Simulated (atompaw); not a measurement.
**u(r) = r·R(r): atom against pseudo-atom (Mo (Z = 42))**

Columns: radius, all-electron u(r) and pseudo u(r) of the 5p shell (level -1.16 eV) of molybdenum in the configuration [Kr] 4d5 5s1 5p0; LDA (PW92), scalar-relativistic, PAW (atompaw) scheme, atompaw 4.2.0.5.

```
r (bohr)  all-electron  pseudo
   0.115       -0.0508  0.0007
   0.231        0.0772  0.0028
   0.346        0.1031  0.0062
   0.462        0.0382  0.0112
   0.577       -0.0494  0.0176
   0.692       -0.1220  0.0256
   0.808       -0.1665  0.0352
   0.923       -0.1817  0.0465
   1.038       -0.1733  0.0594
   1.154       -0.1472  0.0741
   1.269       -0.1098  0.0904
   1.385       -0.0653  0.1084
   1.500       -0.0179  0.1278
   1.615        0.0303  0.1486
   1.731        0.0780  0.1708
   1.846        0.1232  0.1937
   1.962        0.1661  0.2176
   2.077        0.2056  0.2417
   2.192        0.2419  0.2659
   2.308        0.2752  0.2901
   2.423        0.3050  0.3135
   2.538        0.3318  0.3361
   2.654        0.3557  0.3575
   2.769        0.3767  0.3772
   2.885        0.3952  0.3953
   3.000        0.4111  0.4111
```

Problem. How many radial nodes do the two functions have?

Solution. The all-electron 5p function has n − l − 1 = 3; the pseudo-wave has 0, since the states of the same l below it are removed with the core.

Problem. Is the pseudo-wave norm-conserving?

Solution. No, it belongs to a PAW set: the norm inside the radius is not constrained, and the difference is carried by the augmentation charge.
